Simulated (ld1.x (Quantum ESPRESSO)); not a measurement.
**Ge (Z = 32): one change to a TM potential, before and after**

* Element: germanium (Ge)
* Generator: ld1.x (Quantum ESPRESSO) 7.5
* Type: norm-conserving Troullier–Martins (Kleinman–Bylander form)
* Functional: PBE
* Relativity: scalar-relativistic
* Frozen core: [Ar] 3d10
* Valence charge: 4
* Reference configuration: 4s2 4p2
* Partial waves: 4s (bound): rc 1.75 bohr; 4p (bound): rc 2.35 bohr; 4d channel at 0.2 Ry: rc 2.25 bohr
* Local potential: all-electron potential smoothed inside 2.00 bohr (lloc = -1)
* Core correction: none

Change: local potential all-electron potential smoothed inside 2.40 bohr (lloc = -1).

Cutoffs: the cutoffs (Ry, on a coarse ladder) from which the occupation-weighted sum of valence levels, in a spherical-Bessel basis at the reference potential, stays within 10 and 1 mRy of its value at 400 Ry; they do not see the model core or the augmentation charge, which bear on the density cutoff. Errors are all-electron minus pseudo energies relative to the spin-unpolarised reference configuration.

Task: What does the change do?

Result: The potential gets neither clearly harder nor softer (18 Ry and 40 Ry → 18 Ry and 40 Ry); of the 7 tests that both files solve, the error grows in 2 and shrinks in 2 by more than 15 % and 0.3 meV (median size 6.9 → 6.1 meV); neither file shows a bound ghost.

| quantity | base | changed |
| --- | --- | --- |
| cutoff, loose | 18 Ry | 18 Ry |
| cutoff, tight | 40 Ry | 40 Ry |
| bound ghosts | none | none |
| error for 4s2 4p1, meV [ΔE 7.44 eV] | -2.3 | -3.3 |
| error for 4s2 4p0, meV [ΔE 22.88 eV] | -6.9 | -12 |
| error for 4s1 4p0, meV [ΔE 57.67 eV] | +77 | +65 |
| error for 4s1 4p2, meV [ΔE 16.16 eV] | +8.2 | +6.1 |
| error for 4s2 4p1.5, meV [ΔE 2.80 eV] | -0.5 | -0.7 |
| error for 4s1 4p3, meV [ΔE 7.97 eV] | +11 | +11 |
| error for 4s2 4p2.3, meV [ΔE -0.88 eV] | +0.1 | +0.1 |
